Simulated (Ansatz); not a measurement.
`N[CH2][ZnH]` + `[SH][GaH2]` → `[ZnH][S][GaH2]` + CH₃NH₂ at 298.15 K and 1 bar (ligand exchange at a Zn–C bond).

Program: Ansatz. Geometries: PBE0-D4/def2-TZVP. ΔE: electronic, gas phase. CCSD(T)/CBS is the MP2 limit (def2-TZVPP, def2-QZVPP) plus CCSD(T) − MP2 in def2-TZVPP, frozen cores. For Ga, Zn outer-core shells are correlated without core-valence functions, which leaves a few kJ/mol of doubt a bond. Scalar relativity is left out up to krypton. One conformer a species, not always the lowest.

| species | CCSD(T)/CBS energy (Eh) | H − E (kJ/mol) | S (J/(mol·K)) |
| --- | --- | --- | --- |
| `N[CH2][ZnH]` | -1874.10358 | 172.4 | 296.0 |
| `[SH][GaH2]` | -2323.53734 | 73.1 | 277.9 |
| `[ZnH][S][GaH2]` | -4101.94463 | 75.6 | 337.0 |
| CH₃NH₂ | -95.75281 | 180.0 | 240.4 |

H − E and S are ideal-gas, rigid-rotor, harmonic terms from PBE0-D4/def2-TZVP, for one conformer and one mirror image of each species. 1 Eh = 2625.50 kJ/mol, R = 8.31446 J/(mol·K).

Problem. By hand: ΔE, ΔH, ΔS and ΔG.

Solution. ΔE = (-4101.94463) + (-95.75281) − (-1874.10358) − (-2323.53734) = -0.05652 Eh = -148.4 kJ/mol. Δ(H − E) = 75.6 + 180.0 − 172.4 − 73.1 = 10.1, so ΔH = -138.3 kJ/mol. ΔS = 337.0 + 240.4 − 296.0 − 277.9 = 3.5 J/(mol·K). ΔG = -138.3 − 298.15 × (3.5)/1000 = -139.3 kJ/mol.

Problem. By hand: the equilibrium constant, and the temperature at which ΔG would vanish if ΔH and ΔS stayed fixed.

Solution. log₁₀ K = −ΔG/(RT ln 10) = 24.4. ΔH and −TΔS have one sign here, so there is no such temperature.

The number of gas molecules stays the same, so ΔS is small and ΔH decides. A doubt of 5 kJ/mol in ΔE shifts log₁₀ K by 0.9 here. Other conformers and mirror images would add mixing entropy, several J/(mol·K) or more a flexible species. These are equilibria of isolated gas molecules and say nothing of rates. Largest T1 diagnostic: 0.015 (customary marks: 0.02 for closed shells, 0.045 for open ones).

ΔS is within the doubt of such terms, so its sign, and with it that verdict, could turn.
